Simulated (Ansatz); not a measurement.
Consider the formal exchange of groups at the Si–N bond: `C=N[SiH](F)CCl` + fluoromethane → `FC[SiH](F)CCl` + `C=N`.

Computed with Ansatz on PBE0-D4/def2-TZVP structures; ΔE is electronic, products minus reactants. CCSD(T)/CBS adds triple-zeta CCSD(T) − MP2 to the extrapolated MP2 energy (def2 sets, frozen cores). This one scheme is used for every species. DFT in def2-TZVPP. B3LYP here is the variant with VWN-RPA as its local correlation; programs differ in this. Each species was taken in one conformer, which may not be the lowest.

CCSD(T)/CBS gives +16.3 kcal/mol.

**Question.** Another level gave +16.7 kcal/mol. Which?
A. ωB97X-V/def2-TZVPP
B. B3LYP-D4/def2-TZVPP
C. HF/def2-TZVPP
D. PBE-D4/def2-TZVPP

**Answer.** B. B3LYP-D4 16.7, ωB97X-V 15.7, HF/def2-TZVPP 19.6, PBE-D4 14.6 kcal/mol.

Largest T1 diagnostic among the species: 0.012.

From PBE to PBE0 (25 % exact exchange), in def2-TZVPP and without D4, ΔE moves by +1.0 kcal/mol. In def2-TZVPP, CCSD(T) changes the Hartree–Fock value by −3.5 kcal/mol (the triples alone add −0.3 kcal/mol) and MP2 by −2.2 kcal/mol.
